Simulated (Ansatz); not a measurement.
Reaction (formal exchange of groups at the Si–C bond): `FC([SiH3])[TeH]` + `C=C=CCCl` → `C=C=C([SiH3])CCl` + `FC[TeH]`

Calculated with Ansatz (gas phase, PBE0-D4/def2-TZVP geometries, no zero-point term in ΔE). CBS: MP2 limit from def2 TZ/QZ plus the TZ coupled-cluster correction, frozen cores. Functionals use def2-TZVPP. B3LYP here is the variant with VWN-RPA as its local correlation; programs differ in this. def2 core potentials past Kr. For Te outer-core shells are correlated without core-valence functions, which leaves a few kJ/mol of doubt a bond. One conformer a species, not always the lowest.

Problem. Is it downhill or uphill in electronic energy at CCSD(T)/CBS, and by how much? (An estimate is asked.)

Solution. The calculation gave: Downhill: ΔE = -0.23 eV.

Problem. What do these levels give: PBE-D4, PBE0-D4, B3LYP-D4, ωB97X-V, B3LYP, HF/def2-TZVPP, MP2/def2-TZVPP, CCSD/def2-TZVPP, MP2/def2-QZVPP, SCS-MP2/def2-QZVPP, HF/CBS(def2), MP2/CBS(def2)? (Best estimate.)

Solution. Ansatz gave: PBE-D4 -0.22, PBE0-D4 -0.25, B3LYP-D4 -0.25, ωB97X-V -0.24, B3LYP -0.22, HF/def2-TZVPP -0.28, MP2/def2-TZVPP -0.30, CCSD/def2-TZVPP -0.25, MP2/def2-QZVPP -0.28, SCS-MP2/def2-QZVPP -0.27, HF/CBS(def2) -0.28, MP2/CBS(def2) -0.27 eV.

Largest T1 diagnostic among the species: 0.012.
